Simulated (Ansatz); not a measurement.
`N#C[SiH2]CF` + H₂ → `C[SiH2]C#N` + H–F at 298.15 K and 1 bar (hydrogenolysis of a C–F bond).

Isolated molecules relaxed with PBE0-D4/def2-TZVP in Ansatz; ΔE leaves out vibrations. CCSD(T)/CBS adds triple-zeta CCSD(T) − MP2 to the extrapolated MP2 energy (def2 sets, frozen cores). This one scheme is used for every species. One conformer a species, not always the lowest.

```tsv
species	CCSD(T)/CBS energy (Eh)	H − E (kJ/mol)	S (J/(mol·K))
`N#C[SiH2]CF`	-522.05904	164.9	336.4
H₂	-1.17544	35.1	130.4
`C[SiH2]C#N`	-422.89500	181.0	312.3
H–F	-100.39570	33.5	173.6
```

H − E and S are ideal-gas, rigid-rotor, harmonic terms from PBE0-D4/def2-TZVP, for one conformer and one mirror image of each species. The MP2-based limit puts H₂ 0.8 mEh under its directly extrapolated value; such offsets cancel only in part. 1 Eh = 2625.50 kJ/mol, R = 8.31446 J/(mol·K).

Task: By hand: ΔE, ΔH, ΔS and ΔG.

Result: ΔE = (-422.89500) + (-100.39570) − (-522.05904) − (-1.17544) = -0.05622 Eh = -147.6 kJ/mol. Δ(H − E) = 181.0 + 33.5 − 164.9 − 35.1 = 14.5, so ΔH = -133.1 kJ/mol. ΔS = 312.3 + 173.6 − 336.4 − 130.4 = 19.1 J/(mol·K). ΔG = -133.1 − 298.15 × (19.1)/1000 = -138.8 kJ/mol.

Task: By hand: the equilibrium constant, and the temperature at which ΔG would vanish if ΔH and ΔS stayed fixed.

Result: log₁₀ K = −ΔG/(RT ln 10) = 24.3. ΔH and −TΔS have one sign here, so there is no such temperature.

ΔH outweighs TΔS. A doubt of 5 kJ/mol in ΔE shifts log₁₀ K by 0.9 here. Other conformers and mirror images would add mixing entropy, several J/(mol·K) or more a flexible species. These are equilibria of isolated gas molecules and say nothing of rates. Largest T1 diagnostic: 0.013 (customary marks: 0.02 for closed shells, 0.045 for open ones).
